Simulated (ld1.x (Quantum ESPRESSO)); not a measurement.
## Building the RRKJ potential for rhodium (PBE, scalar-relativistic).

Input for ld1.x (Quantum ESPRESSO) 7.5:

```
&input
   title='Rh', zed=45., rel=1, dft='PBE', iswitch=3,
   config='[Kr] 4d8 5s0 5p1',
   nld=3, rlderiv=2.00, eminld=-8.0, emaxld=5.0, deld=0.04
 /
 &inputp
   pseudotype=2, tm=.false., rho0=0.001, lloc=0,
   nlcc=.true.,
   file_pseudopw='Rh.UPF', file_wfcaegen='ae.wfc', file_wfcncgen='nc.wfc', file_beta='beta', file_chi='chi'
 /
3
4P  2  1   6.00   0.00  1.55  1.55  0.0
4D  3  2   8.00   0.00  1.85  1.85  0.0
4S  1  0   2.00   0.00  1.30  1.30  0.0
 &test
   configts(1)='4s2 4p6 4d8 5s0 5p1'
 /
```

Command:

```bash
ld1.x < Rh.in > Rh.out
```

Output (shortened: banner, matrices, multipoles, cross overlaps and the repeated all-electron block are left out):

```
Program LD1 v.7.5
     --------------------------- All-electron run ----------------------------

     Rh
     scalar relativistic calculation

     atomic number is 45.00
     dft =PBE   lsd =0 sic =0 latt =0  beta=0.20 tr2=1.0E-14
     Exchange-correlation= PBE
                           (   1   4   3   4   0   0   0)
     mesh =1233 r(mesh) =  98.82371 a.u. xmin = -7.00 dx = 0.01250
     1 Ry =  13.60569312 eV, c = 137.03599908

     n l     nl                  e(Ry)          e(Ha)          e(eV)
     1 0     1S 1( 2.00)     -1693.4558      -846.7279    -23040.6393
     2 0     2S 1( 2.00)      -245.6131      -122.8065     -3341.7360
     2 1     2P 1( 6.00)      -220.1272      -110.0636     -2994.9836
     3 0     3S 1( 2.00)       -43.9923       -21.9961      -598.5451
     3 1     3P 1( 6.00)       -35.6136       -17.8068      -484.5473
     4 0     4S 1( 2.00)        -6.1919        -3.0959       -84.2447
     4 1     4P 1( 6.00)        -3.8357        -1.9178       -52.1871
     3 2     3D 1(10.00)       -22.2181       -11.1090      -302.2924
     4 2     4D 1( 8.00)        -0.5619        -0.2809        -7.6450
     5 0     5S 1( 0.00)        -0.4021        -0.2011        -5.4713
     5 1     5P 1( 1.00)        -0.1257        -0.0628        -1.7097

     final scf error:  4.5E-15 reached in  25 iterations

     Etot =   -9567.972325 Ry,   -4783.986162 Ha, -130178.895262 eV

     Ekin =    9909.190763 Ry,    4954.595382 Ha,  134821.408620 eV
     Encl =  -23089.642410 Ry,  -11544.821205 Ha, -314150.588952 eV
     Eh   =    3889.370111 Ry,    1944.685055 Ha,   52917.576171 eV
     Exc  =    -276.890789 Ry,    -138.445394 Ha,   -3767.291101 eV

     normalization and overlap integrals

     s(1S/1S) =  1.000000  <r> =   0.0326  <r2> =    0.0014  r(max) =   0.0211
     s(2S/2S) =  1.000000  <r> =   0.1419  <r2> =    0.0237  r(max) =   0.1201
     s(2P/2P) =  1.000000  <r> =   0.1237  <r2> =    0.0187  r(max) =   0.0959
     s(3S/3S) =  1.000000  <r> =   0.3907  <r2> =    0.1746  r(max) =   0.3520
     s(3P/3P) =  1.000000  <r> =   0.3905  <r2> =    0.1772  r(max) =   0.3433
     s(4S/4S) =  1.000000  <r> =   0.9806  <r2> =    1.0903  r(max) =   0.8766
     s(4P/4P) =  1.000000  <r> =   1.0822  <r2> =    1.3437  r(max) =   0.9449
     s(3D/3D) =  1.000000  <r> =   0.3704  <r2> =    0.1640  r(max) =   0.2918
     s(4D/4D) =  1.000000  <r> =   1.5675  <r2> =    3.0492  r(max) =   1.1398
     s(5S/5S) =  1.000000  <r> =   3.1992  <r2> =   11.8491  r(max) =   2.6008
     s(5P/5P) =  1.000000  <r> =   4.8579  <r2> =   28.0992  r(max) =   3.6908

     ------------------------ End of All-electron run ------------------------

     --------------------- Generating NC pseudopotential ---------------------

      Generating local pot.: lloc=0, matching radius rcloc =   1.3000

      Computing core charge for nlcc:

       r > 0.64 : true rho core
       r < 0.64 : rho core = a sin(br)/r    a=  36.22  b=   4.22

      Integrated core pseudo-charge :   7.98

      Wfc   4P  rcut= 1.558  Estimated cut-off energy=       75.24 Ry
      This function has    0 nodes for 0 < r <    1.558

      Wfc   4D  rcut= 1.856  Estimated cut-off energy=       68.09 Ry
      This function has    0 nodes for 0 < r <    1.856

     ------------------- End of pseudopotential generation -------------------

     Computing logarithmic derivative in   1.98796
     Computing logarithmic derivative in   1.98796
     Computing the partial wave expansion
       no projector for channel:   0
     R is outside the sphere for l=    1 j= 0.00
     R is outside the sphere for l=    2 j= 0.00

     ---------------------- Testing the pseudopotential ----------------------

     Rh
     scalar relativistic calculation

     atomic number is 45.00   valence charge is 17.00
     dft =PBE   lsd =0 sic =0 latt =0  beta=0.20 tr2=1.0E-14
     mesh =1233 r(mesh) =  98.82371 xmin = -7.00 dx = 0.01250

     n l     nl             e AE (Ry)        e PS (Ry)    De AE-PS (Ry)
     1 0     4S   1( 2.00)       -6.19187       -6.19189        0.00002
     2 1     4P   1( 6.00)       -3.83568       -3.83568        0.00000
     3 2     4D   1( 8.00)       -0.56190       -0.56190        0.00000
     2 0     5S   1( 0.00)       -0.40213       -0.43163        0.02950  !
     3 1     5P   1( 1.00)       -0.12566       -0.13158        0.00592  !

     eps = 5.9E-15  iter = 24

     Etot =   -9567.972325 Ry,   -4783.986162 Ha, -130178.895262 eV
     Etotps =  -240.060192 Ry,    -120.030096 Ha,   -3266.185307 eV

     Ekin =      76.416967 Ry,      38.208484 Ha,    1039.705804 eV
     Encl =    -452.369840 Ry,    -226.184920 Ha,   -6154.805224 eV
     Ehrt =     186.555581 Ry,      93.277790 Ha,    2538.217979 eV
     Ecxc =     -44.506499 Ry,     -22.253249 Ha,    -605.541767 eV
     (Ecc =     -19.362930 Ry,      -9.681465 Ha,    -263.446083 eV)
     Epseu=      -6.156401 Ry,      -3.078200 Ha,     -83.762101 eV

     ---------------------- End of pseudopotential test ----------------------
```

ld1.x takes every shell without a wave as core, so the model core holds the 5p electrons as well and exchange and correlation see them twice. This cancels in the reference configuration, but the file is broken for other ones, and its errors say nothing about a proper core correction.

Generation and configuration tests took about 1.7 s on one core of a shared server CPU.

Transferability test of the new file with ld1.x, input:

```
&input
   title='Rh', zed=45., rel=1, dft='PBE', iswitch=2,
   config='[Kr] 4d8 5s0 5p1'
 /
 &test
   file_pseudo='Rh.UPF', nconf=8,
   configts(1)='4s2 4p6 4d8 5s0 5p1',
   configts(2)='4s2 4p6 4d8 5s1 5p0',
   configts(3)='4s2 4p6 4d8 5s0 5p0',
   configts(4)='4s2 4p6 4d7 5s0 5p0',
   configts(5)='4s2 4p5 4d8 5s1 5p0',
   configts(6)='4s2 4p6 4d9 5s0 5p0',
   configts(7)='4s2 4p6 4d5 5s0 5p0',
   configts(8)='4s2 4p6 4d7 5s1 5p0'
 /
```

```bash
ld1.x < Rh.test.in > Rh.test.out
```

Pseudopotential blocks of its output, shortened (energy terms left out):

```
     ---------------------- Testing the pseudopotential ----------------------

     n l     nl             e AE (Ry)        e PS (Ry)    De AE-PS (Ry)
     1 0     4S   1( 2.00)       -6.19187       -6.19189        0.00002
     2 1     4P   1( 6.00)       -3.83568       -3.83568        0.00000
     3 2     4D   1( 8.00)       -0.56190       -0.56190        0.00000
     2 0     5S   1( 0.00)       -0.40213       -0.43163        0.02950  !
     3 1     5P   1( 1.00)       -0.12566       -0.13158        0.00592  !

     eps = 7.9E-15  iter = 17

     Etot =   -9567.972325 Ry,   -4783.986162 Ha, -130178.895262 eV
     Etotps =  -240.060194 Ry,    -120.030097 Ha,   -3266.185326 eV

     ---------------------- End of pseudopotential test ----------------------

          ---------------------- Testing the pseudopotential ----------------------

     n l     nl             e AE (Ry)        e PS (Ry)    De AE-PS (Ry)
     1 0     4S   1( 2.00)       -6.06322       -6.05638       -0.00684  !
     2 1     4P   1( 6.00)       -3.70584       -3.69999       -0.00585  !
     3 2     4D   1( 8.00)       -0.43659       -0.43289       -0.00370
     2 0     5S   1( 1.00)       -0.31604       -0.34250        0.02646  !
     3 1     5P   1( 0.00)       -0.06254       -0.07312        0.01058  !

     eps = 8.1E-15  iter = 16

     Etot =   -9568.237171 Ry,   -4784.118586 Ha, -130182.498677 eV
     Etotps =  -240.345973 Ry,    -120.172987 Ha,   -3270.073553 eV
     dEtot_ae =      -0.264846 Ry
     dEtot_ps =      -0.285779 Ry,   Delta E=       0.020933 Ry

     ---------------------- End of pseudopotential test ----------------------

          ---------------------- Testing the pseudopotential ----------------------

     n l     nl             e AE (Ry)        e PS (Ry)    De AE-PS (Ry)
     1 0     4S   1( 2.00)       -6.62848       -6.64593        0.01745  !
     2 1     4P   1( 6.00)       -4.27358       -4.29035        0.01677  !
     3 2     4D   1( 8.00)       -0.99835       -1.01399        0.01565  !
     2 0     5S   1( 0.00)       -0.79233       -0.84384        0.05151  !
     3 1     5P   1( 0.00)       -0.45522       -0.48840        0.03318  !

     eps = 1.9E-15  iter = 12

     Etot =   -9567.688836 Ry,   -4783.844418 Ha, -130175.038199 eV
     Etotps =  -239.758599 Ry,    -119.879299 Ha,   -3262.081920 eV
     dEtot_ae =       0.283489 Ry
     dEtot_ps =       0.301595 Ry,   Delta E=      -0.018106 Ry

     ---------------------- End of pseudopotential test ----------------------

          ---------------------- Testing the pseudopotential ----------------------

     n l     nl             e AE (Ry)        e PS (Ry)    De AE-PS (Ry)
     1 0     4S   1( 2.00)       -7.60381       -7.62011        0.01630  !
     2 1     4P   1( 6.00)       -5.23634       -5.25293        0.01659  !
     3 2     4D   1( 7.00)       -1.89203       -1.90852        0.01649  !
     2 0     5S   1( 0.00)       -1.44603       -1.51812        0.07209  !
     3 1     5P   1( 0.00)       -1.01309       -1.06139        0.04830  !

     eps = 4.5E-15  iter = 23

     Etot =   -9566.254826 Ry,   -4783.127413 Ha, -130155.527503 eV
     Etotps =  -238.308230 Ry,    -119.154115 Ha,   -3242.348652 eV
     dEtot_ae =       1.717499 Ry
     dEtot_ps =       1.751963 Ry,   Delta E=      -0.034465 Ry

     ---------------------- End of pseudopotential test ----------------------

          ---------------------- Testing the pseudopotential ----------------------

     n l     nl             e AE (Ry)        e PS (Ry)    De AE-PS (Ry)
     1 0     4S   1( 2.00)       -7.03611       -7.03637        0.00027
     2 1     4P   1( 5.00)       -4.65642       -4.65564       -0.00079
     3 2     4D   1( 8.00)       -1.29264       -1.28642       -0.00622  !
     2 0     5S   1( 1.00)       -0.90178       -0.95158        0.04980  !
     3 1     5P   1( 0.00)       -0.52739       -0.55146        0.02408  !

     eps = 7.8E-15  iter = 14

     Etot =   -9564.074649 Ry,   -4782.037324 Ha, -130125.864680 eV
     Etotps =  -236.184231 Ry,    -118.092115 Ha,   -3213.450166 eV
     dEtot_ae =       3.897676 Ry
     dEtot_ps =       3.875963 Ry,   Delta E=       0.021713 Ry

     ---------------------- End of pseudopotential test ----------------------

          ---------------------- Testing the pseudopotential ----------------------

     n l     nl             e AE (Ry)        e PS (Ry)    De AE-PS (Ry)
     1 0     4S   1( 2.00)       -5.83660       -5.85095        0.01435  !
     2 1     4P   1( 6.00)       -3.48754       -3.50093        0.01338  !
     3 2     4D   1( 9.00)       -0.26411       -0.27562        0.01151  !
     2 0     5S   1( 0.00)       -0.24695       -0.27903        0.03208  !
     3 1     5P   1( 0.00)       -0.03033       -0.03943        0.00910  !

     eps = 7.4E-16  iter = 21

     Etot =   -9568.304006 Ry,   -4784.152003 Ha, -130183.408011 eV
     Etotps =  -240.387668 Ry,    -120.193834 Ha,   -3270.640839 eV
     dEtot_ae =      -0.331681 Ry
     dEtot_ps =      -0.327474 Ry,   Delta E=      -0.004207 Ry

     ---------------------- End of pseudopotential test ----------------------

          ---------------------- Testing the pseudopotential ----------------------

     n l     nl             e AE (Ry)        e PS (Ry)    De AE-PS (Ry)
     1 0     4S   1( 2.00)       -9.92669       -9.92983        0.00314
     2 1     4P   1( 6.00)       -7.51698       -7.52429        0.00731  !
     3 2     4D   1( 5.00)       -4.01245       -4.02052        0.00807  !
     2 0     5S   1( 0.00)       -2.98604       -3.11162        0.12558  !
     3 1     5P   1( 0.00)       -2.38906       -2.48330        0.09424  !

     eps = 6.0E-15  iter = 25

     Etot =   -9560.415259 Ry,   -4780.207630 Ha, -130076.076148 eV
     Etotps =  -232.440865 Ry,    -116.220433 Ha,   -3162.519081 eV
     dEtot_ae =       7.557065 Ry
     dEtot_ps =       7.619328 Ry,   Delta E=      -0.062263 Ry

     ---------------------- End of pseudopotential test ----------------------

          ---------------------- Testing the pseudopotential ----------------------

     n l     nl             e AE (Ry)        e PS (Ry)    De AE-PS (Ry)
     1 0     4S   1( 2.00)       -6.92422       -6.91332       -0.01090  !
     2 1     4P   1( 6.00)       -4.55651       -4.54810       -0.00841  !
     3 2     4D   1( 7.00)       -1.22684       -1.22292       -0.00392
     2 0     5S   1( 1.00)       -0.89115       -0.93696        0.04582  !
     3 1     5P   1( 0.00)       -0.52302       -0.54548        0.02246  !

     eps = 3.2E-15  iter = 27

     Etot =   -9567.419378 Ry,   -4783.709689 Ha, -130171.372032 eV
     Etotps =  -239.531557 Ry,    -119.765778 Ha,   -3258.992851 eV
     dEtot_ae =       0.552947 Ry
     dEtot_ps =       0.528637 Ry,   Delta E=       0.024310 Ry

     ---------------------- End of pseudopotential test ----------------------
```
